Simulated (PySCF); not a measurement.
# Manganese: a sound run and one with changed settings

Sound run: Mn⁺ [Ar] 3d5 4s1, Mn²⁺ [Ar] 3d5. All numbers are calculated (PySCF 2.14, the non-relativistic Hamiltonian (point nucleus), in def2-SVP). In the sound run the correlated levels freeze [Ar]. The sound run starts from symmetry-adapted Hartree-Fock orbitals and uses a fine grid where one is needed.

Changed run: basis STO-3G. This setting is unsound on purpose.

```json
{"species": "Mn⁺", "method": "UHF", "sound run (hartree)": "-1149.47846", "changed run (hartree)": "-1137.50099", "converged": "yes"}
{"species": "Mn⁺", "method": "BP86", "sound run (hartree)": "-1150.69031", "changed run (hartree)": "-1138.43857", "converged": "yes"}
{"species": "Mn⁺", "method": "B3LYP", "sound run (hartree)": "-1150.57243", "changed run (hartree)": "-1138.35019", "converged": "yes"}
{"species": "Mn⁺", "method": "MP2", "sound run (hartree)": "-1149.52611", "changed run (hartree)": "-1137.50111", "converged": "yes"}
{"species": "Mn²⁺", "method": "UHF", "sound run (hartree)": "-1148.94224", "changed run (hartree)": "-1137.01113", "converged": "yes"}
{"species": "Mn²⁺", "method": "BP86", "sound run (hartree)": "-1150.10888", "changed run (hartree)": "-1137.91932", "converged": "yes"}
{"species": "Mn²⁺", "method": "B3LYP", "sound run (hartree)": "-1149.99801", "changed run (hartree)": "-1137.82604", "converged": "yes"}
{"species": "Mn²⁺", "method": "MP2", "sound run (hartree)": "-1148.98330", "changed run (hartree)": "-1137.01122", "converged": "yes"}
```

Ionisation energy of Mn⁺:

```csv
method,sound run (eV),changed run (eV)
UHF,14.591,13.330
BP86,15.822,14.130
B3LYP,15.631,14.263
MP2,14.770,13.331
SCS-MP2,14.651,13.330
```

A minimal basis cannot let orbitals breathe on ionisation and holds almost no correlation.

For comparison, NIST gives 15.640 eV between the lowest levels.
